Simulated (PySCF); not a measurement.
## Electronic structure of P³⁺ (phosphorus, charge +3) at the MN15 level

Configuration: [Ne] 3s2, closed-shell 1S. All numbers are calculated (PySCF 2.14, no relativity, point nucleus, in cc-pV(D+d)Z).

- Total energy: -338.9075 hartree
- One-electron energy: -451.4088 hartree
- Hartree (Coulomb) energy: 134.4672 hartree
- Exchange-correlation energy: -21.9659 hartree
- Kinetic energy: 337.73616 hartree
- ⟨S²⟩: 0.0000
- ⟨L²⟩: 0.000
- Sum of ⟨r⟩: 7.536 bohr
- Sum of ⟨r²⟩: 8.956 bohr²
- Density at the nucleus (Gaussians lack the cusp): 2130 bohr⁻³
- Langevin diamagnetic susceptibility: -7.09 ×10⁻⁶ cm³/mol
- Time after the integrals: 0.22 s of wall time on 1 thread of Neoverse-V1 (shared host)

```
shell  electrons  mean orbital energy (eV)  rms radius, mean of both spins (bohr)
   1s          2                   -2113.9                                  0.121
   2s          2                   -213.73                                  0.570
   2p          6                   -169.31                                  0.540
   3s          2                   -47.333                                   1.81
```
